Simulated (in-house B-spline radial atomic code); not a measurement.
Values are calculated unless marked as measured or tabulated.
## C6 from the polarisability at imaginary frequency: Li II (Li+)

LC-wPBE linear response of the closed shell 1s2, from a B-spline radial code for spherical atoms; non-relativistic, point nucleus, no spin-orbit coupling.

The dispersion coefficient of two like species is C6 = (3/π) ∫ α(iu)² du from 0 to ∞.

```csv
u (hartree),α(iu) (bohr³)
0,0.2085
0.0849,0.2083
0.198,0.2072
0.339,0.2047
0.566,0.1983
0.849,0.1871
1.27,0.1668
1.98,0.1316
2.83,0.09753
4.24,0.06146
7.07,0.02927
14.1,0.00892
```

**Question.** Fit one oscillator, α(iu) = α(0)/(1 + u²/ω²), through u = 2.83 and estimate C6.

**Answer.** From α(0)/α(iu) − 1 = 0.2085/0.09753 − 1 = 1.1378, ω = u/√1.1378 = 2.6531 hartree (72.2 eV). London's formula gives C6 = (3/4) α(0)² ω = 0.75 × 0.2085² × 2.6531 = 0.0865 hartree·bohr⁶, and the oscillator holds f = α(0) ω² = 1.47 electrons, of a sum of oscillator strengths of 2.0.

**Question.** How does that compare with the full integral?

**Answer.** The program's quadrature over all excitations gives C6 = 0.08687, so the single oscillator is off by -0.4 %. At the last point the fit gives α = 0.00713 against 0.00892: higher excitations, and deeper shells where there are any, keep the true curve higher at large u.
